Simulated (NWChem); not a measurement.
All runs are NWChem calculations. System: HAl, charge 0, spin multiplicity 1, at a geometry optimised with PBE/def2-SVP. The structure started from a generated list of species. Level: CCSD linear response/def2-SVPD, 5 core orbitals frozen.

The NWChem input:

```
start mol
memory heap 100 mb stack 700 mb global 1900 mb
geometry units angstroms nocenter noautoz
  Al     0.000000     0.000000     0.120297
  H      0.000000     0.000000    -1.563858
  symmetry group C2v
end
basis spherical
  * library def2-svpd
end
scf
  rhf
  nopen 0
  maxiter 100
  thresh 1e-7
  semidirect memsize 60000000 filesize 0
end
tce
  freeze core 5
  ccsd
  thresh 1e-6
  tilesize 24
end
set tce:lineresp T
set tce:afreq 0.0428
set tce:respaxis T T T
task tce energy
```

NWChem printed:

```
             Northwest Computational Chemistry Package (NWChem) 7.3.0
             --------------------------------------------------------

                                NWChem Input Module
                                -------------------

 Scaling coordinates for geometry "geometry" by  1.889725989
 (inverse scale =  0.529177249)

 Turning off AUTOSYM since
 SYMMETRY directive was detected!

                             Geometry "geometry" -> ""
                             -------------------------

 Output coordinates in angstroms (scale by  1.889725989 to convert to a.u.)

  No.       Tag          Charge          X              Y              Z
 ---- ---------------- ---------- -------------- -------------- --------------
    1 Al                  13.0000     0.00000000     0.00000000     0.12029700
    2 H                    1.0000     0.00000000     0.00000000    -1.56385800

 Effective nuclear repulsion energy (a.u.)       4.0847215589

            Nuclear Dipole moment (a.u.)
            ----------------------------
        X                 Y               Z
 ---------------- ---------------- ----------------
     0.0000000000     0.0000000000     0.0000056692

      Symmetry information
      --------------------

 Group name             C2v
 Group number             16
 Group order               4
 No. of unique centers     2

      Symmetry unique atoms

     1    2


 Summary of "ao basis" -> "" (spherical)
 ------------------------------------------------------------------------------
       Tag                 Description            Shells   Functions and Types
 ---------------- ------------------------------  ------  ---------------------
 *                         def2-svpd                  on all atoms

 Summary of "ao basis" -> "ao basis" (spherical)
 ------------------------------------------------------------------------------
       Tag                 Description            Shells   Functions and Types
 ---------------- ------------------------------  ------  ---------------------
 Al                        def2-svpd                10       24   5s3p2d
 H                         def2-svpd                 4        8   2s2p

                                 NWChem SCF Module
                                 -----------------

  ao basis        = "ao basis"
  functions       =    32
  atoms           =     2
  closed shells   =     7
  open shells     =     0
  charge          =   0.00
  wavefunction    = RHF
  use symmetry    = T
  symmetry adapt  = T

 Summary of "ao basis" -> "ao basis" (spherical)
 ------------------------------------------------------------------------------
       Tag                 Description            Shells   Functions and Types
 ---------------- ------------------------------  ------  ---------------------
 Al                        def2-svpd                10       24   5s3p2d
 H                         def2-svpd                 4        8   2s2p

      Symmetry analysis of basis
      --------------------------

        a1         16
        a2          2
        b1          7
        b2          7

 Forming initial guess at       0.0s

      Superposition of Atomic Density Guess
      -------------------------------------

 Sum of atomic energies:        -242.29094324

      Non-variational initial energy
      ------------------------------

 Total energy =    -242.183869
 1-e energy   =    -345.142208
 2-e energy   =      98.873617
 HOMO         =      -0.189964
 LUMO         =      -0.004937

      Symmetry analysis of molecular orbitals - initial
      -------------------------------------------------

 !! scf_movecs_sym_adapt:   18 vectors were symmetry contaminated

  Symmetry fudging

 !! scf_movecs_sym_adapt:   14 vectors were symmetry contaminated

  Numbering of irreducible representations:

     1 a1          2 a2          3 b1          4 b2

  Orbital symmetries:

     1 a1          2 a1          3 a1          4 b1          5 b2
     6 a1          7 a1          8 b1          9 b2         10 a1
    11 a1         12 b2         13 b1         14 a1         15 a2
    16 a1         17 a1

 Starting SCF solution at       0.1s

 ----------------------------------------------
         Quadratically convergent ROHF

 Convergence threshold     :          1.000E-07
 Maximum no. of iterations :          100
 Final Fock-matrix accuracy:          1.000E-09
 ----------------------------------------------

              iter       energy          gnorm     gmax       time
             ----- ------------------- --------- --------- --------
                 1     -242.3639457121  2.33D-01  1.32D-01      0.1
                 2     -242.3732158594  5.34D-02  2.75D-02      0.1
                 3     -242.3738977752  1.17D-03  7.39D-04      0.1
                 4     -242.3738982911  8.37D-07  3.58D-07      0.1
                 5     -242.3738982911  1.64D-09  1.04D-09      0.1

       Final RHF  results
       ------------------

         Total SCF energy =   -242.373898291091
      One-electron energy =   -345.349147284222
      Two-electron energy =     98.890527434251
 Nuclear repulsion energy =      4.084721558880

        Time for solution =      0.0s

       Symmetry analysis of molecular orbitals - final
       -----------------------------------------------

  Numbering of irreducible representations:

     1 a1          2 a2          3 b1          4 b2

  Orbital symmetries:

     1 a1          2 a1          3 b1          4 b2          5 a1
     6 a1          7 a1          8 b1          9 b2         10 a1
    11 a1         12 a1         13 a2         14 b2         15 b1
[...]
 Iter          Residuum            Cpu    Wall
 ---------------------------------------------
    1          0.1061861210555     0.0     0.0
    2          0.0052127216473     0.0     0.0
    3          0.0007633571492     0.0     0.0
    4          0.0001769730056     0.0     0.0
    5          0.0000494369275     0.0     0.0
    6          0.0000015134973     0.0     0.0
    7          0.0000002767090     0.0     0.0
 ---------------------------------------------
 Iterations converged
1-PDM CCSD : h-h block

 1PDM h-h block largest contributions

1-PDM CCSD : p-p block

 1PDM p-p block largest contributions

1-PDM CCSD : h-p block

 1PDM h-p block largest contributions

1-PDM CCSD : p-h block

 1PDM p-h block largest contributions

1-PDM CCSD : all done

Lambda-CCSD leading excitations:

 Singles contributions

 Doubles contributions

 CCSD dipole moments / hartree & Debye
 ------------------------------------
   X         0.0000000      0.0000000
   Y        -0.0000000     -0.0000000
   Z        -0.1085981     -0.2760310
 Total       0.1085981      0.2760310
 ------------------------------------

 X   axis ( b1  symmetry)

 Frequency =       0.0428000 / au

 CCSD-LR iterations
 ---------------------------------------------
 Iter          Residuum            Cpu    Wall
 ---------------------------------------------
    1          0.8502578660662     0.0     0.0
    2          0.9668765577162     0.0     0.0
    3          0.7254752660562     0.0     0.0
    4          0.5203067572612     0.0     0.0
    5          0.3874927070628     0.0     0.0
    6          0.1311765804277     0.0     0.0
    7          0.0728796797554     0.0     0.0
    8          0.0550811663201     0.0     0.0
    9          0.0447441397150     0.0     0.0
   10          0.0372456601167     0.0     0.0
   11          0.0067471955800     0.0     0.0
   12          0.0038495651074     0.0     0.0
   13          0.0026608481483     0.0     0.0
   14          0.0019373136976     0.0     0.0
   15          0.0014646571985     0.0     0.0
   16          0.0005149324049     0.0     0.0
   17          0.0003173950663     0.0     0.0
   18          0.0002513411164     0.0     0.0
   19          0.0002064638007     0.0     0.0
   20          0.0001718594557     0.0     0.0
   21          0.0000309469417     0.0     0.0
   22          0.0000206891217     0.0     0.0
   23          0.0000148120906     0.0     0.0
   24          0.0000109182347     0.0     0.0
   25          0.0000082547258     0.0     0.0
   26          0.0000022314191     0.0     0.0
   27          0.0000011606132     0.0     0.0
   28          0.0000008997385     0.0     0.0
 ---------------------------------------------
 Iterations converged

 Frequency =      -0.0428000 / au

 CCSD-LR iterations
 ---------------------------------------------
 Iter          Residuum            Cpu    Wall
 ---------------------------------------------
    1          0.8502578660662     0.0     0.0
    2          1.0803599557426     0.0     0.0
    3          0.4028571347926     0.0     0.0
    4          0.2063264824895     0.0     0.0
    5          0.1056599422363     0.0     0.0
    6          0.0319926475525     0.0     0.0
    7          0.0167926733048     0.0     0.0
    8          0.0092444352785     0.0     0.0
    9          0.0057979017952     0.0     0.0
   10          0.0035890541883     0.0     0.0
   11          0.0002842463935     0.0     0.0
   12          0.0001003627201     0.0     0.0
   13          0.0000472378677     0.0     0.0
   14          0.0000223829666     0.0     0.0
   15          0.0000110343555     0.0     0.0
   16          0.0000019492545     0.0     0.0
   17          0.0000009347823     0.0     0.0
 ---------------------------------------------
 Iterations converged

 Y   axis ( b2  symmetry)

 Frequency =       0.0428000 / au

 CCSD-LR iterations
 ---------------------------------------------
 Iter          Residuum            Cpu    Wall
 ---------------------------------------------
    1          0.8502578660662     0.0     0.0
    2          0.9668765577162     0.0     0.0
    3          0.7254752660562     0.0     0.0
    4          0.5203067572612     0.0     0.0
    5          0.3874927070628     0.0     0.0
    6          0.1311765804274     0.0     0.0
    7          0.0728796797561     0.0     0.0
    8          0.0550811663209     0.0     0.0
    9          0.0447441397157     0.0     0.0
   10          0.0372456601173     0.0     0.0
   11          0.0067471955800     0.0     0.0
   12          0.0038495651073     0.0     0.0
   13          0.0026608481483     0.0     0.0
   14          0.0019373136975     0.0     0.0
   15          0.0014646571985     0.0     0.0
   16          0.0005149324049     0.0     0.0
   17          0.0003173950663     0.0     0.0
   18          0.0002513411164     0.0     0.0
   19          0.0002064638007     0.0     0.0
   20          0.0001718594557     0.0     0.0
   21          0.0000309469417     0.0     0.0
   22          0.0000206891217     0.0     0.0
   23          0.0000148120906     0.0     0.0
   24          0.0000109182347     0.0     0.0
   25          0.0000082547258     0.0     0.0
   26          0.0000022314191     0.0     0.0
   27          0.0000011606132     0.0     0.0
   28          0.0000008997385     0.0     0.0
 ---------------------------------------------
 Iterations converged

 Frequency =      -0.0428000 / au

 CCSD-LR iterations
 ---------------------------------------------
 Iter          Residuum            Cpu    Wall
 ---------------------------------------------
    1          0.8502578660662     0.0     0.0
    2          1.0803599557426     0.0     0.0
    3          0.4028571347926     0.0     0.0
    4          0.2063264824895     0.0     0.0
    5          0.1056599422363     0.0     0.0
    6          0.0319926475525     0.0     0.0
    7          0.0167926733048     0.0     0.0
    8          0.0092444352785     0.0     0.0
    9          0.0057979017952     0.0     0.0
   10          0.0035890541883     0.0     0.0
   11          0.0002842463935     0.0     0.0
   12          0.0001003627201     0.0     0.0
   13          0.0000472378677     0.0     0.0
   14          0.0000223829666     0.0     0.0
   15          0.0000110343555     0.0     0.0
   16          0.0000019492545     0.0     0.0
   17          0.0000009347823     0.0     0.0
 ---------------------------------------------
 Iterations converged

 Z   axis ( a1  symmetry)

 Frequency =       0.0428000 / au

 CCSD-LR iterations
 ---------------------------------------------
 Iter          Residuum            Cpu    Wall
 ---------------------------------------------
    1          0.8964990757041     0.0     0.0
    2          1.1322239470859     0.0     0.0
    3          0.7922817942314     0.0     0.0
    4          0.5262752854535     0.0     0.0
    5          0.3439245810727     0.0     0.0
    6          0.0437743006784     0.0     0.0
    7          0.0236488620050     0.0     0.0
    8          0.0155963424304     0.0     0.0
    9          0.0105826848319     0.0     0.0
   10          0.0072530832085     0.0     0.0
   11          0.0006458911178     0.0     0.0
   12          0.0003578699359     0.0     0.0
   13          0.0002360503798     0.0     0.0
   14          0.0001597643223     0.0     0.0
   15          0.0001090195091     0.0     0.0
   16          0.0000176748506     0.0     0.0
   17          0.0000101149241     0.0     0.0
   18          0.0000065642639     0.0     0.0
   19          0.0000043760489     0.0     0.0
   20          0.0000029606742     0.0     0.0
   21          0.0000002678244     0.0     0.0
 ---------------------------------------------
 Iterations converged

 Frequency =      -0.0428000 / au

 CCSD-LR iterations
 ---------------------------------------------
 Iter          Residuum            Cpu    Wall
 ---------------------------------------------
    1          0.8964990757041     0.0     0.0
    2          1.2637164458253     0.0     0.0
    3          0.4645735951249     0.0     0.0
    4          0.2321891926721     0.0     0.0
    5          0.1048092698417     0.0     0.0
    6          0.0187636323661     0.0     0.0
    7          0.0074179470272     0.0     0.0
    8          0.0035447633337     0.0     0.0
    9          0.0018711343968     0.0     0.0
   10          0.0010051429155     0.0     0.0
   11          0.0001315636646     0.0     0.0
   12          0.0000567185066     0.0     0.0
   13          0.0000268972211     0.0     0.0
   14          0.0000138803405     0.0     0.0
   15          0.0000072893450     0.0     0.0
   16          0.0000014194470     0.0     0.0
   17          0.0000006107836     0.0     0.0
 ---------------------------------------------
 Iterations converged

 CCSD-LR dipole moments / hartree & Debye
 --------------------------------
 X       0.0000000      0.0000000
 Y      -0.0000000     -0.0000000
 Z      -0.1085981     -0.2760310
 --------------------------------

 CCSD Linear Response polarizability / au
 Frequency  =       0.0428000 / au
 Wavelength =    1064.5643224 / nm
 -------------------------------------------------------|-----------------------------------------------
                     atomic units (bohr^3)              |                   angstroms^3
                  X              Y              Z       |             X              Y              Z
 -------------------------------------------------------|-----------------------------------------------
 X           45.8664666     -0.0000000     -0.0000000   |      6.7967106     -0.0000000     -0.0000000
 Y           -0.0000000     45.8664666     -0.0000000   |     -0.0000000      6.7967106     -0.0000000
 Z           -0.0000000     -0.0000000     48.1993799   |     -0.0000000     -0.0000000      7.1424128
 -------------------------------------------------------|-----------------------------------------------
 Eigs =      45.8664666     45.8664666     48.1993799   |      6.7967106      6.7967106      7.1424128
 Isotropic   =              46.6441044                  |                     6.9119446
 Anisotropic =               2.3329133                  |                     0.3457022
 -------------------------------------------------------|-----------------------------------------------

 Task  times  cpu:        2.4s     wall:        2.4s

 Total times  cpu:        2.4s     wall:        2.4s
```
